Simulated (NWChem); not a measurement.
System: CH7ClSi2; SMILES [SiH2](Cl)C[SiH3]

```xyz
11

Si     0.5581     2.0416     0.0785
C     -0.8127     0.9206    -0.5800
Si    -0.9679    -0.7586     0.2228
Cl     0.8762    -1.7151     0.2074
H      1.8993     1.5259    -0.3210
H      0.4879     2.1146     1.5702
H      0.3900     3.4214    -0.4722
H     -0.6695     0.7896    -1.6663
H     -1.7817     1.4349    -0.4448
H     -1.3949    -0.6251     1.6445
H     -1.9306    -1.6301    -0.5093
```
Atoms are numbered in this order, from 1.

Program: NWChem. Pople sets run with spherical d functions. Geometry: optimised at PBE0/def2-SVP. Absolute isotropic GIAO shieldings of the H sites, static isolated molecule, three-fold rotors averaged.

```
row              σ, Hartree-Fock/6-31G* (ppm)  σ, PBE/pcSseg-1 (ppm)
---------------  ----------------------------  ---------------------
H11                                     27.38                  25.65
H10                                     27.49                  25.90
H5 (rotor mean)                         28.29                  27.07
H8                                      32.60                  30.76
H9                                      33.10               withheld
```

Fit a straight line of the last column on the one before it, predict the withheld value, and compare with the run.


1. Means of the 4 shown rows: x = 28.940, y = 27.345. Slope Σ(x − x̄)(y − ȳ)/Σ(x − x̄)² = 17.42/18.35 = 0.9489; intercept -0.116.
2. The shown rows scatter about the line by 0.207 (root mean square); the largest residual is +0.34, at H5 (rotor mean).
3. At x = 33.10 (H9; beyond the shown range) the line gives 31.29.
4. The run gives 31.32, +0.03 from the line, 0.1 times the scatter.
